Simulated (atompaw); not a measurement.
# What one change does to a pseudopotential (Bi, PAW (atompaw))

```json
{
 "Element": "bismuth",
 "Generator": "atompaw 4.2.0.5",
 "Type": "PAW",
 "Functional": "PBE",
 "Relativity": "scalar-relativistic",
 "Frozen core": "[Xe] 4f14",
 "Valence charge": "15",
 "Reference configuration": "5d10 6s2 6p3",
 "Partial waves": "6s (bound): rc 2.10 bohr; 6s channel at 0.6 Ry: rc 1.95 bohr; 6p (bound): rc 2.10 bohr; 6p channel at 0.75 Ry: rc 2.10 bohr; 5d (bound): rc 2.10 bohr; 5d channel at -0.5 Ry: rc 2.10 bohr",
 "Local potential": "bessel scheme, radius 1.70 bohr",
 "Core correction": "smooth core density matched at 1.30 bohr",
 "Augmentation charge": "besselshape compensation charge, radius 1.60 bohr; PAW radius 2.10 bohr; waves and projectors: custom polynom gramschmidtortho"
}
```

Change: local potential bessel scheme, radius 1.20 bohr.

Cutoffs: the cutoffs (Ry, on a coarse ladder) from which the occupation-weighted sum of valence levels, in a spherical-Bessel basis at the reference potential, stays within 10 and 1 mRy of its value at 400 Ry; they do not see the model core or the augmentation charge, which bear on the density cutoff.

**Question.** What does the change do?

**Answer.** The potential gets neither clearly harder nor softer (35 Ry and 55 Ry → 35 Ry and 55 Ry); the bound ghosts move from p to p, s. A state that the projectors do not describe sees the local part alone, so a deeper or shallower local part can create or remove a ghost.

| quantity | base | changed |
| --- | --- | --- |
| cutoff, loose | 35 Ry | 35 Ry |
| cutoff, tight | 55 Ry | 55 Ry |
| loose cutoff by channel (10 mRy a level) | s 10 Ry, p 6 Ry, d 21 Ry | s 6 Ry, p 15 Ry, d 21 Ry |
| bound ghosts | p | s, p |
| s: phases at 2.10 bohr within 0.05 rad from the reference energy up to (Ry; the scan ends near 5) | to the end of the scan | to the end of the scan |
| p: phases at 2.10 bohr within 0.05 rad from the reference energy up to (Ry; the scan ends near 5) | to the end of the scan | to the end of the scan |
| d: phases at 2.10 bohr within 0.05 rad from the reference energy up to (Ry; the scan ends near 5) | to the end of the scan | to the end of the scan |
| lowest overlap eigenvalue by channel | s 0.73, p 0.43, d 0.92 | s 0.62, p 0.43, d 0.91 |

 A true bound ghost makes a file unfit for plane-wave use even where its test errors are small: the radial tests pick states by their node count and pass the ghost by. The cutoffs see the waves, projectors and local potential, not the compensation charge or the core.
